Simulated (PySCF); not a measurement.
Yb⁴⁴⁺: ionisation energy

Yb⁴⁴⁺ [Ar] 3d8 [3d3/2^4 3d5/2^4, M_J = 4] → Yb⁴⁵⁺ [Ar] 3d7 [3d3/2^4 3d5/2^3, M_J = 9/2], as a difference of total energies. All numbers are calculated (PySCF 2.14, the two-component X2C-1e Hamiltonian, in an uncontracted even-tempered set (16 s from 10 bohr⁻², ratio 2.8; 13 p from 13 bohr⁻², ratio 2.8; 8 d from 13 bohr⁻², ratio 2.8; 3 f from 49 bohr⁻², ratio 3)). Correlated levels: [Ne] frozen; the 80 highest virtual spinors dropped. "Screened" scales the spin-orbit matrix elements by Boettger's factors to mimic the two-electron term; Breit and QED terms are absent.

```tsv
method	ionisation energy (eV)
GHF (spin-free)	3696.3
GMP2 (spin-free)	3697.4
GHF (screened spin-orbit)	3677.7
GMP2 (screened spin-orbit)	3678.9
```

Breit and QED terms and the two-electron picture change are absent.

The spin-free rows relax to the high-spin LS determinant and lack the spin-orbit shift.

The labels give the starting determinants; with spin-orbit coupling the two ends relaxed to ⟨J²⟩ = 20.00, ⟨L²⟩ = 13.01, ⟨S²⟩ = 1.80 and ⟨J²⟩ = 24.75, ⟨L²⟩ = 15.71, ⟨S²⟩ = 2.60.

For comparison: 3677 ± 4 eV (theoretical estimate listed by NIST; NIST Atomic Spectra Database, ionization energies).
